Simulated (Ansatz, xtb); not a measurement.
**A geometry optimisation of H7N2Si2+ with r2SCAN-D4/def2-SVP**

The starting geometry of this gas-phase singlet was built from a drawn formula by distance geometry and a force field; its bonds are those of `[NH2+]=N[SiH2][SiH3]`.

```tsv
atom	x (Å)	y (Å)	z (Å)
N	0.0944	1.7208	3.2774
N	-0.2612	0.6708	2.5421
Si	0.1877	0.7719	0.8336
Si	-0.4910	-1.0829	-0.3500
H	0.5768	2.5429	2.9650
H	-0.1383	1.6861	4.2809
H	-0.4265	2.0651	0.3509
H	1.6306	1.0012	0.8410
H	0.1518	-2.3050	0.2414
H	-1.9595	-1.1873	-0.2434
H	-0.0804	-0.9637	-1.7833
```

Problem. Predict what it relaxes into with r2SCAN-D4/def2-SVP.

Solution. It keeps its bonds, and is `[NH2+]=N[SiH2][SiH3]`.

The energy falls by 0.87 eV over 23 steps:

```csv
step,E − E(last) (eV)
1,0.867
3,0.331
6,0.232
8,0.152
11,0.047
13,0.010
16,0.002
18,0.000
21,0.000
23,0.000
```

Final geometry (Å):

```xyz
11

N     0.1074    1.2518    3.1967
N    -0.5248    1.2985    2.1379
Si    0.1298    1.2528    0.4583
Si   -0.4504   -1.0103   -0.0410
H     1.1452    1.2817    3.2659
H    -0.4095    1.1851    4.0903
H    -0.7184    2.2457   -0.2443
H     1.5908    1.5531    0.4928
H     0.2532   -1.8420    0.9725
H    -1.9296   -1.1051    0.0429
H     0.0906   -1.1915   -1.4165
```

From the same start GFN2-xTB ends elsewhere, at `N[N+](=[SiH2])[SiH3]`.

No frequencies were run, so the end isn't proven a minimum. Run with Ansatz 0.2.0, 53 s on 2 threads of Intel(R) Xeon(R) Platinum 8259CL CPU @ 2.50GHz (Skylake/Cascade Lake), on a shared host.
